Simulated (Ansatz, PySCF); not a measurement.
A series of C-N bond dissociation energy values:

A. CC(N)=O -> C[C]=O + [NH2] (NH2)
B. C[N](C)[GeH3] [N-germyl-N-methylmethanamine] -> C[N][GeH3] + [CH3] (CH3)
C. NC1CC1 -> [CH]1CC1 + [NH2] (NH2)
D. CC[N](C)[GeH3] [N-germyl-N-methylethanamine] -> C[N][GeH3] + [CH2]C

Quantity: bond dissociation energy (enthalpy at 298 K, with B3LYP-D3(BJ) rigid-rotor harmonic-oscillator terms), kJ/mol. Geometries: B3LYP-D3(BJ)/def2-TZVP minima from Ansatz (a first-principles code), one conformer each, not searched for the lowest. Frequencies are from Ansatz or PySCF. Correlated levels leave the core frozen unless marked. Open shells are spin-unrestricted. No spin-orbit coupling. The frozen core is the preceding noble-gas configuration, with the filled d and f shells of earlier blocks. No relativistic terms. CBS marks a two-point X^-3 extrapolation of the correlation energy; Hartree-Fock from the larger set. The bracket is a focal-point correction in the basis named.

|  | HF/aug-cc-pVDZ (Ansatz) | PBE0/def2-SVP (Ansatz) | HSE06-D4/def2-TZVPD (Ansatz + dftd4) | RI-MP2/CBS(cc-pVTZ,cc-pVQZ)+[CCSD(T)-MP2]/cc-pVTZ (Ansatz) |
|---|---|---|---|---|
| A | 282.9 | 430.1 | 411.9 | 411.9 |
| B | 196.6 | 347.6 | 335.3 | 351.0 |
| C | 252.9 | 402.0 | 389.6 | 403.0 |
| D | 191.0 | 335.4 | 328.8 | 351.3 |
